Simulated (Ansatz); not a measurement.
Consider the formal exchange of groups at a C–O bond: `[SiH3]OCCCl` + `C[SiH3]` → `C[SiH2]CCCl` + `O[SiH3]`.

Isolated molecules relaxed with PBE0-D4/def2-TZVP in Ansatz; ΔE leaves out vibrations. CCSD(T)/CBS is the MP2 limit (def2-TZVPP, def2-QZVPP) plus CCSD(T) − MP2 in def2-TZVPP, frozen cores. This one scheme is used for every species. DFT in def2-TZVPP. B3LYP here is the variant with VWN-RPA as its local correlation; programs differ in this. One conformer a species, not always the lowest.

| level | ΔE (kJ/mol) | difference from CCSD(T)/CBS |
| --- | --- | --- |
| PBE-D4 | -78.0 | 1.4 |
| r2SCAN-D4 | -78.0 | 1.4 |
| PBE0-D4 | -78.4 | 1.0 |
| B3LYP-D4 | -72.1 | 7.3 |
| ωB97X-V | -71.2 | 8.2 |
| ωB97M-V | -76.7 | 2.7 |
| B2PLYP | -72.8 | 6.6 |
| PBE | -75.8 | 3.6 |
| r2SCAN | -77.4 | 2.0 |
| PBE0 | -76.4 | 3.0 |
| B3LYP | -68.6 | 10.8 |
| HF/def2-TZVPP | -57.9 | 21.5 |
| MP2/def2-TZVPP | -83.1 | -3.7 |
| SCS-MP2/def2-TZVPP | -74.8 | 4.6 |
| CCSD/def2-TZVPP | -73.5 | 5.9 |
| CCSD(T)/def2-TZVPP | -75.1 | 4.3 |
| HF/def2-QZVPP | -57.9 | 21.5 |
| MP2/def2-QZVPP | -85.6 | -6.2 |
| SCS-MP2/def2-QZVPP | -77.5 | 1.9 |
| HF/CBS(def2) | -57.9 | 21.5 |
| MP2/CBS(def2) | -87.4 | -8.0 |
| CCSD/CBS(def2) | -77.8 | 1.6 |
| CCSD(T)/CBS | -79.4 | 0 |

Largest T1 diagnostic among the species: 0.011.

In def2-TZVPP, CCSD(T) changes the Hartree–Fock value by −17.2 kJ/mol (the triples alone add −1.6 kJ/mol) and MP2 by −25.3 kJ/mol. The D4 term adds −3.5 kJ/mol with B3LYP and −2.0 kJ/mol with PBE0; it sums over pairs of atoms, weighted by their polarisabilities, and B3LYP, whose exchange is more repulsive, gets the larger term.
